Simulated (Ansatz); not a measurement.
One change: `C[SiH2]NC=S` becomes `C[SiH2][NH][GeH3]`.

Ansatz, PBE0-D4/def2-TZVP geometries, multiplicity 1. Each molecule was computed in one conformer, which needn't be the lowest.

Scalar relativity is left out up to krypton.

| property | `C[SiH2]NC=S` |
| --- | --- |
| size of the dipole moment (B3LYP/def2-TZVPP) / D | 3.35 |
| size of the dipole moment (PBE/def2-TZVPP) / D | 3.25 |
| LUMO energy (PBE0/def2-TZVPP) / eV | -1.23 |
| HOMO–LUMO gap (B3LYP/def2-TZVPP) / eV | 4.70 |
| HOMO energy (PBE0/def2-TZVPP) / eV | -6.38 |
| HOMO energy (ωB97M-V/def2-TZVPP) / eV | -8.56 |

Task: Give the same properties after the change, and the shifts. (Estimate.)

Result: Computed: 
```csv
property,`C[SiH2][NH][GeH3]`,shift
size of the dipole moment (B3LYP/def2-TZVPP) / D,1.04,-2.31
size of the dipole moment (PBE/def2-TZVPP) / D,1.08,-2.17
LUMO energy (PBE0/def2-TZVPP) / eV,0.28,1.51
HOMO–LUMO gap (B3LYP/def2-TZVPP) / eV,6.95,2.25
HOMO energy (PBE0/def2-TZVPP) / eV,-7.13,-0.75
HOMO energy (ωB97M-V/def2-TZVPP) / eV,-9.42,-0.86
```

With PBE0 the HOMO falls by 0.75 eV and the LUMO rises by 1.51 eV, so the gap widens by about 2.26 eV. PBE moves the HOMO by -0.60 eV and ωB97M-V by -0.86 eV. Dipoles are sizes alone; their direction can turn.

B3LYP here is the variant with VWN-RPA as its local correlation; programs differ in this.
